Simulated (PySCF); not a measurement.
A calculated (M06-L, PySCF 2.14, cc-pVTZ-DK, the spin-free X2C one-electron Hamiltonian (Gaussian nucleus)) atom or ion has these occupied shells.

```csv
shell,electrons,orbital energy (eV),"rms radius, mean of both spins (bohr)"
1s α,1,-7032.1,0.0675
1s β,1,-7032.0,0.0675
2s α,1,-848.44,0.289
2s β,1,-845.80,0.289
2p α,3,-722.83,0.261
2p β,3,-720.87,0.261
3s α,1,-118.39,0.870
3s β,1,-111.68,0.870
3p α,3,-82.521,0.933
3p β,3,-76.135,0.933
3d α,5,-27.152,1.20
3d β,1,-23.033,1.20
```

(1) Name the element and its charge.

Results:

(1) Fe²⁺ (iron, charge +2), in [Ar] 3d6, high-spin 5D determinant.
